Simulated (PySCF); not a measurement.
**Electron correlation in Te(2+) (tellurium, charge +2)**

[Kr] 4d10 5s1 5p2 6s1, high-spin 5P determinant (an excited configuration). Computed with PySCF 2.14 in dyall-av2z (22s16p12d, 130 functions), with the non-relativistic Hamiltonian (point nucleus). Frozen: [Kr] 4d10; 4 electrons correlated; the 62 highest virtual orbitals of each spin left out.

| level | correlation energy (mhartree) |
| --- | --- |
| CCSD | -24.20 |
| (T) | -1.61 |
| CCSD(T) | -25.81 |

Diagnostics: T1 = 0.14, D1 = 0.3840, largest double amplitude 0.267.

**Question.** Is a single reference adequate?

**Answer.** Not fully. A non-relativistic calculation at this Z misses sizeable relativistic shifts. The outer electron is Rydberg-like, and this basis confines it to a smaller radius and binds it less than a complete one would. T1 exceeds 0.03, a sign that the reference determinant is poor. A double-excitation amplitude exceeds 0.15, a sign of near-degeneracy.
